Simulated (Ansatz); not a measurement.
C$_{2}$H$_{10}$OSi$_{2}$ (`CC[SiH](O)[SiH3]`) at its PBE0-D4/def2-TZVP geometry, where that method's forces vanish. Total charge 0; spin multiplicity 1.

| atom | x (Å) | y (Å) | z (Å) |
| --- | --- | --- | --- |
| C1 | 1.4696 | -1.1399 | 1.3500 |
| C2 | 0.5132 | -1.0128 | 0.1671 |
| Si3 | -0.4057 | 0.6201 | 0.1237 |
| O4 | 0.6323 | 1.9120 | 0.0643 |
| Si5 | -1.7748 | 0.7865 | -1.7696 |
| H6 | 1.9749 | -2.1089 | 1.3601 |
| H7 | 0.9426 | -1.0352 | 2.3026 |
| H8 | 2.2468 | -0.3716 | 1.3161 |
| H9 | 1.0552 | -1.1344 | -0.7771 |
| H10 | -0.2373 | -1.8122 | 0.1927 |
| H11 | -1.2344 | 0.7059 | 1.3679 |
| H12 | 1.0691 | 2.1645 | 0.8787 |
| H13 | -2.7406 | -0.3486 | -1.7843 |
| H14 | -2.5474 | 2.0578 | -1.7758 |
| H15 | -0.9636 | 0.7166 | -3.0163 |

(1) For each bond, give half the difference of the two atoms' forces along it (eV/Å; positive pushes the atoms apart) under PBE-D4, r2SCAN-D4, B3LYP-D4, ωB97M-V in def2-TZVPP. (Estimate.)

## Answers

(1) Computed: 
```tsv
bond	length (Å)	PBE-D4	r2SCAN-D4	B3LYP-D4	ωB97M-V
C1–C2	1.527	0.01	0.15	0.22	0.22
C1–H6	1.093	0.11	-0.03	-0.08	-0.09
C1–H7	1.094	0.10	-0.04	-0.06	-0.07
C1–H8	1.093	0.11	-0.03	-0.06	-0.07
C2–Si3	1.874	-0.03	-0.02	0.03	-0.04
C2–H9	1.095	0.10	-0.03	-0.08	-0.08
C2–H10	1.097	0.10	-0.03	-0.08	-0.07
Si3–O4	1.658	0.31	0.04	0.14	0.16
Si3–Si5	2.342	-0.12	0.00	0.03	0.00
Si3–H11	1.497	0.03	-0.03	-0.12	-0.14
O4–H12	0.958	0.34	0.02	-0.02	-0.06
Si5–H13	1.490	0.09	-0.02	-0.06	-0.09
Si5–H14	1.488	0.08	-0.02	-0.07	-0.10
Si5–H15	1.489	0.09	-0.01	-0.07	-0.10
```

B3LYP here is the variant with VWN-RPA as its local correlation; programs differ in this.
